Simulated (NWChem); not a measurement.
System: MoO2ClF; SMILES [O]=[Mo](=[O])([F])[Cl]

Here is an NWChem input.

```
start job
memory heap 200 mb stack 900 mb global 1100 mb
geometry units angstroms noautoz
  Mo     0.030233     0.242815     0.000000
  O      0.899333     0.728778    -1.327802
  O      0.899333     0.728778     1.327802
  F     -1.621762     1.044756     0.000000
  Cl    -0.130526    -2.009446     0.000000
end
basis spherical
  * library def2-svp
end
ecp
  Mo library def2-ecp
end
dft
  xc xctpssh
  iterations 150
  mulliken
end
task dft energy
```

Geometry: optimised at PBE0/def2-SVP. def2 effective core potentials on Mo; no spin-orbit coupling.

Q: Give the results of this calculation. (TPSSh/def2-SVP with def2 effective core potentials on Mo.) Quantities: energy (Ha); highest occupied level (eV); orbital gap (eV); dipole (D).

A: 
```json
{
  "energy (Ha)": "-778.54",
  "highest occupied level (eV)": "-9.16",
  "orbital gap (eV)": "5.23",
  "dipole (D)": "1.01"
}
```
